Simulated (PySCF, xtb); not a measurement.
Relaxing a trial structure of C2H5Sn−

The starting geometry of this gas-phase singlet was built from a drawn formula by distance geometry and a force field; its bonds are those of `[CH-]1[CH2][SnH2]1`.

```json
{"atom": "C", "x (Å)": "0.6765", "y (Å)": "1.2637", "z (Å)": "0.9888"}
{"atom": "C", "x (Å)": "-0.4003", "y (Å)": "0.4782", "z (Å)": "0.4317"}
{"atom": "Sn", "x (Å)": "1.4869", "y (Å)": "-0.5768", "z (Å)": "0.2441"}
{"atom": "H", "x (Å)": "0.6464", "y (Å)": "1.2233", "z (Å)": "2.1060"}
{"atom": "H", "x (Å)": "-1.0852", "y (Å)": "0.0549", "z (Å)": "1.1535"}
{"atom": "H", "x (Å)": "-0.7722", "y (Å)": "0.8337", "z (Å)": "-0.5156"}
{"atom": "H", "x (Å)": "2.1037", "y (Å)": "-1.4721", "z (Å)": "1.5778"}
{"atom": "H", "x (Å)": "2.4553", "y (Å)": "-0.1783", "z (Å)": "-1.1456"}
```

**Question.** Where would you expect an optimisation with r2SCAN-D4/def2-SVPD to take it?

**Answer.** A bond breaks, leaving `C=[CH][SnH2-]`. Contacts that open: C2–Sn3 (2.17 → 3.21 Å).

The energy falls by 2.87 eV over 33 steps:

```json
{"step": "1", "E − E(last) (eV)": "2.866"}
{"step": "5", "E − E(last) (eV)": "1.636"}
{"step": "8", "E − E(last) (eV)": "1.008"}
{"step": "12", "E − E(last) (eV)": "0.258"}
{"step": "15", "E − E(last) (eV)": "0.063"}
{"step": "19", "E − E(last) (eV)": "0.013"}
{"step": "22", "E − E(last) (eV)": "0.009"}
{"step": "26", "E − E(last) (eV)": "0.007"}
{"step": "29", "E − E(last) (eV)": "0.001"}
{"step": "33", "E − E(last) (eV)": "0.000"}
```

Final geometry (Å):

```yaml
atoms:
  - { symbol: C, position_ang: [0.5032, 0.4941, 0.9295] }
  - { symbol: C, position_ang: [-0.7958, 0.7595, 0.7111] }
  - { symbol: Sn, position_ang: [1.7141, -0.9883, -0.2516] }
  - { symbol: H, position_ang: [0.9810, 1.0565, 1.7501] }
  - { symbol: H, position_ang: [-1.3730, 1.4904, 1.3018] }
  - { symbol: H, position_ang: [-1.3575, 0.2490, -0.0847] }
  - { symbol: H, position_ang: [2.4434, -1.6881, 1.2479] }
  - { symbol: H, position_ang: [3.1025, 0.1611, -0.3975] }
```

From the same start GFN2-xTB reaches the same bonding as this run.

The end wasn't checked by frequencies. Atoms past krypton carry core potentials, without spin–orbit terms. Run with PySCF 2.14.0, 13 min on 2 threads of Arm Neoverse V1, on a shared host.
